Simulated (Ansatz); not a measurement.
Ansatz results at the PBE0-D4/def2-TZVP geometry: HOMO–LUMO gap (PBE/def2-TZVPP) 3.43 eV; size of the dipole moment (ωB97M-V/def2-TZVPP) 0.69 D; HOMO–LUMO gap (ωB97M-V/def2-TZVPP) 8.72 eV.

Each molecule was computed in one conformer, which needn't be the lowest.

Problem. Which molecule gave them?
A. `C[SiH2][SiH2][AlH2]`
B. `O[SiH2][SiH2]CCl`
C. `B/C(N)=[CH]/[SnH3]`
D. `B[O][Al]([OH])[F]`

Solution. A. The others give `B/C(N)=[CH]/[SnH3]`: 2.46, 1.16, 8.48; `B[O][Al]([OH])[F]`: 4.90, 1.63, 11.17; `O[SiH2][SiH2]CCl`: 5.00, 1.54, 10.84.
